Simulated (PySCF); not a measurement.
# Sb: ionisation energy

Sb [Kr] 4d10 5s2 5p3 (4S) → Sb⁺ [Kr] 4d10 5s2 5p2 (3P), as a difference of total energies. Computed with PySCF 2.14 in ANO-RCC-VTZP (7s6p4d2f1g, 68 functions), with the spin-free X2C one-electron Hamiltonian (Gaussian nucleus). Correlated levels: valence and next inner shell: [Ar] 3d10 frozen. The calculations carry no spin-orbit coupling.

```tsv
method	ionisation energy (eV)	plus first-order spin-orbit estimate	error of that sum (eV)
UHF	8.586	8.168	-0.440
MP2 (valence and next inner shell)	9.123	8.706	+0.098
SCS-MP2 (valence and next inner shell)	8.962	8.544	-0.064
CCSD (valence and next inner shell)	9.020	8.603	-0.005
CCSD(T) (valence and next inner shell)	9.049	8.632	+0.024
```

Reference: 8.608 eV (measured; NIST Atomic Spectra Database, ionization energies).

A first-order spin-orbit estimate (lowest level to lowest level, LS coupling) adds -0.418 eV.

Errors of the correlated levels include the incompleteness of this basis and the frozen core.
